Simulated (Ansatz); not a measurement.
Isomers of CH$_{8}$Al$_{2}$Si, relaxed with PBE0-D4/def2-TZVP in Ansatz; electronic energies, one conformer each and not always the lowest. Functionals use def2-TZVPP; CBS adds triple-zeta CCSD(T) − MP2 to the MP2 limit of def2-TZVPP and def2-QZVPP.

Q: Order them by energy at frozen-core CCSD(T)/CBS, lowest first. (Best estimate.)
A. `C[SiH2][AlH][AlH2]`
B. `[CH3][AlH][SiH2][AlH2]`
C. `[CH3][Al]([AlH2])[SiH3]`

A: B (0.0 kcal/mol), C (4.0 kcal/mol), A (5.8 kcal/mol).

Q: How do B3LYP-D4, ωB97M-V, MP2/CBS(def2), HF/CBS(def2) place them (kcal/mol, against `[CH3][AlH][SiH2][AlH2]`)? (An estimate is asked.)

A: Computed: 
| isomer | B3LYP-D4 | ωB97M-V | MP2/CBS(def2) | HF/CBS(def2) |
| --- | --- | --- | --- | --- |
| `[CH3][Al]([AlH2])[SiH3]` | 4.1 | 5.1 | 4.9 | 2.3 |
| `C[SiH2][AlH][AlH2]` | 5.9 | 6.9 | 6.9 | 3.1 |

B3LYP here is the variant with VWN-RPA as its local correlation; programs differ in this.
